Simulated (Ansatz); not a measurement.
Ansatz results at the PBE0-D4/def2-TZVP geometry: HOMO–LUMO gap (PBE0/def2-TZVPP) 5.27 eV; size of the dipole moment (ωB97M-V/def2-TZVPP) 1.19 D; HOMO energy (PBE/def2-TZVPP) -6.03 eV.

Each molecule was computed in one conformer, which needn't be the lowest.

**Question.** Which molecule gave them?
A. `[ZnH][S][GaH2]`
B. `CB(Cl)B[SiH3]`
C. `CBB([SiH3])Cl`
D. `C1=C[SiH2]C1`

**Answer.** C. The others give `[ZnH][S][GaH2]`: 6.12, 0.91, -6.56; `CB(Cl)B[SiH3]`: 5.49, 1.37, -6.53; `C1=C[SiH2]C1`: 7.54, 0.62, -6.60.
